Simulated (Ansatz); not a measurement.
`[OH][Ga]([OH])[Cl]` + HBr → `[OH][Ga]([Cl])[Br]` + H₂O at 298.15 K and 1 bar (ligand exchange at a Ga–O bond).

Computed with Ansatz on PBE0-D4/def2-TZVP structures; ΔE is electronic, products minus reactants. CCSD(T)/CBS is the MP2 limit (def2-TZVPP, def2-QZVPP) plus CCSD(T) − MP2 in def2-TZVPP, frozen cores. This one scheme is used for every species. For Br, Ga outer-core shells are correlated without core-valence functions, which leaves a few kJ/mol of doubt a bond. Scalar relativity is left out up to krypton. Each species was taken in one conformer, which may not be the lowest.

| species | CCSD(T)/CBS energy (Eh) | H − E (kJ/mol) | S (J/(mol·K)) |
| --- | --- | --- | --- |
| `[OH][Ga]([OH])[Cl]` | -2535.39139 | 93.5 | 330.1 |
| HBr | -2573.91920 | 24.6 | 198.6 |
| `[OH][Ga]([Cl])[Br]` | -5032.95761 | 60.2 | 346.6 |
| H₂O | -76.37941 | 66.4 | 188.7 |

H − E and S are ideal-gas, rigid-rotor, harmonic terms from PBE0-D4/def2-TZVP, for one conformer and one mirror image of each species. 1 Eh = 2625.50 kJ/mol, R = 8.31446 J/(mol·K).

**Question.** By hand: ΔE, ΔH, ΔS and ΔG.

**Answer.** ΔE = (-5032.95761) + (-76.37941) − (-2535.39139) − (-2573.91920) = -0.02643 Eh = -69.4 kJ/mol. Δ(H − E) = 60.2 + 66.4 − 93.5 − 24.6 = 8.5, so ΔH = -60.9 kJ/mol. ΔS = 346.6 + 188.7 − 330.1 − 198.6 = 6.6 J/(mol·K). ΔG = -60.9 − 298.15 × (6.6)/1000 = -62.9 kJ/mol.

**Question.** By hand: the equilibrium constant, and the temperature at which ΔG would vanish if ΔH and ΔS stayed fixed.

**Answer.** log₁₀ K = −ΔG/(RT ln 10) = 11.0. ΔH and −TΔS have one sign here, so there is no such temperature.

The number of gas molecules stays the same, so ΔS is small and ΔH decides. A doubt of 5 kJ/mol in ΔE shifts log₁₀ K by 0.9 here. Other conformers and mirror images would add mixing entropy, several J/(mol·K) or more a flexible species. These are equilibria of isolated gas molecules and say nothing of rates. Largest T1 diagnostic: 0.013 (customary marks: 0.02 for closed shells, 0.045 for open ones).

ΔS is within the doubt of such terms, so its sign, and with it that verdict, could turn.
